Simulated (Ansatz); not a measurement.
CH5NZn⁺, that is ZnMe(NH2) with one electron fewer. The state is a doublet with charge 1. Geometry r2SCAN-D4/def2-TZVP, that of the neutral singlet; atoms count from 1.

```xyz
8

Zn    0.248    0.104    0.130
C    -1.409   -0.509   -0.613
H    -1.248   -1.087   -1.525
H    -2.058    0.336   -0.856
H    -1.941   -1.143    0.101
N     1.739    0.760    0.938
H     2.303    1.429    0.431
H     2.366    0.110    1.394
```

(1) Estimate the Mulliken populations from the PBE0/def2-TZVP orbitals of Ansatz.

(2) Where does the spin sit?

(3) And the Mayer bond orders between heavy atoms (over 0.3)?

Results:

(1) 
```tsv
atom	charge (e)	spin (α − β)	d electrons
Zn1	0.53	-0.02	9.99
C2	-0.49	0.09	–
H3	0.19	0.00	–
H4	0.19	0.00	–
H5	0.19	0.00	–
N6	-0.23	0.97	–
H7	0.32	-0.03	–
H8	0.32	-0.03	–
```
Mulliken values depend strongly on the basis.

(2) Summed by element: Zn -0.02, C 0.09, H -0.05, N 0.97, of 1 unpaired in all. Largest on single atoms: N6 0.97, C2 0.09, H7 -0.03.

(3) Zn1–C2 1.00 (1.92 Å); Zn1–N6 0.71 (1.82 Å).
